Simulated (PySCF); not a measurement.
Rhodium: a sound run and one with changed settings

Sound run: Rh [Kr] 4d8 5s1, Rh+ [Kr] 4d8. Computed with PySCF 2.14 in cc-pVDZ-PP with ECP28MDF, with scalar relativity through the core potential. The sound run starts from symmetry-adapted Hartree-Fock orbitals and uses a fine grid where one is needed.

Changed run: basis STO-3G, all-electron and non-relativistic. This setting is unsound on purpose.

| species | method | sound run (hartree) | changed run (hartree) | converged |
| --- | --- | --- | --- | --- |
| Rh | UHF | -109.38676 | -4639.47757 | yes |
| Rh | BP86 | -110.22738 | -4641.59325 | yes |
| Rh | PBE0 | -110.11984 | -4640.99493 | yes |
| Rh+ | UHF | -109.15471 | -4639.36397 | yes |
| Rh+ | BP86 | -109.93120 | -4641.44586 | yes |
| Rh+ | PBE0 | -109.84101 | -4640.85157 | yes |

Ionisation energy of Rh:

| method | sound run (eV) | changed run (eV) |
| --- | --- | --- |
| UHF | 6.314 | 3.091 |
| BP86 | 8.060 | 4.011 |
| PBE0 | 7.587 | 3.901 |

A minimal basis cannot let orbitals breathe on ionisation and holds almost no correlation. The Hamiltonian changed with the basis, so the totals do not compare.

For comparison, NIST gives 7.459 eV between the lowest levels.
